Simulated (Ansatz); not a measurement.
Isolated molecules relaxed with PBE0-D4/def2-TZVP in Ansatz; ΔE leaves out vibrations. CCSD(T)/CBS adds triple-zeta CCSD(T) − MP2 to the extrapolated MP2 energy (def2 sets, frozen cores). DFT in def2-TZVPP. For Br outer-core shells are correlated without core-valence functions, which leaves a few kJ/mol of doubt a bond. Scalar relativity is left out up to krypton. One conformer a species, not always the lowest.

`C=C([SiH3])[SiH2]O` + HBr → `C=C([SiH3])Br` + `O[SiH3]`  (substitution at a C–Si bond)

```csv
level,ΔE (kJ/mol)
PBE0-D4,57.0
SCS-MP2/def2-TZVPP,49.7
CCSD/def2-TZVPP,56.0
CCSD(T)/def2-TZVPP,55.2
```

(1) What does CCSD(T)/CBS give? (Best estimate.)

Largest T1 diagnostic among the species: 0.012.

Answers

(1) The calculation gave: +55.4 kJ/mol. The listed levels differ from it by 1.6, -5.7, 0.6, -0.2 kJ/mol.

The D4 term adds +5.3 kJ/mol with B3LYP and +3.3 kJ/mol with PBE0; it sums over pairs of atoms, weighted by their polarisabilities, and B3LYP, whose exchange is more repulsive, gets the larger term. From PBE to PBE0 (25 % exact exchange), in def2-TZVPP and without D4, ΔE moves by +5.0 kJ/mol.

B3LYP here is the variant with VWN-RPA as its local correlation; programs differ in this.
